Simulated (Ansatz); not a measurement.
Input file for Ansatz (an electronic-structure program): R-B3LYP/def2-TZVPPD on CH6S2 (a complex), monomers drawn apart or pushed together. Files ending in .json are basis or fitting sets from the Basis Set Exchange.

Ansatz 0.2 input:
```yaml
crystal:
  periodic: [false, false, false]
  atoms:
    - {symbol: S, position_ang: [0.59624197, 0.39125548, 0.22883725]}
    - {symbol: H, position_ang: [0.16097036, 0.80605790, 1.43809472]}
    - {symbol: H, position_ang: [-0.63877004, 0.04382232, -0.16652665]}
    - {symbol: C, position_ang: [-0.20853799, -1.18627136, 3.42535405]}
    - {symbol: S, position_ang: [-0.25838181, 0.60624284, 3.75656875]}
    - {symbol: H, position_ang: [0.19952797, -1.72833979, 4.27521777]}
    - {symbol: H, position_ang: [-1.24211333, -1.49336802, 3.27496248]}
    - {symbol: H, position_ang: [0.35865379, -1.39914438, 2.52170467]}
    - {symbol: H, position_ang: [1.06117132, 0.77989027, 3.93728504]}
basis:
  gaussian:
    orbitals: def2-TZVPPD.json
hamiltonian:
  xc: {name: B3LYP}
scf: {lower_state_search: off}
```

Program output:

```
WARN ansatz: RAYON_NUM_THREADS=1 ignored (pool sized by the plan → 1); use --threads N
Functional definition: B3LYP
these checks for a lower state are left out or cut short: stability, starts, cluster_reference, orbital_swaps, neighbouring_geometries, increment
integrals: 0.18 GiB planned
1216 factors; their error is unknown
mean field: 1.38 GiB planned
mean field evaluation 1: about -22802.9861 eV, gradient 4.7e1 eV
mean field evaluation 2: about -22799.6784 eV, gradient 5.7e1 eV
mean field evaluation 4: about -22808.0437 eV, gradient 1.8e0 eV
mean field evaluation 8: about -22808.0770 eV, gradient 5.7e-2 eV
mean field evaluation 16: about -22808.0770 eV, gradient 3.2e-6 eV
mean field -22808.07704610 eV, -838.1813715742 hartree, gradient 3.4e-6 eV, S^2 0.000000; 0 other end points of the search recorded, 0 dependent functions left out
reference -22808.07736032 eV, -838.1813831218 hartree; 22, 22 occupied and 219, 219 virtual orbitals, 1216 factors
Total energy: -22808.07736032 eV, -838.1813831218 hartree
Checks for a lower state left out: stability, starts, cluster_reference, orbital_swaps, neighbouring_geometries, increment
```

The calculation finished and met its thresholds.

Cost: about 4 core-seconds (a rough figure).
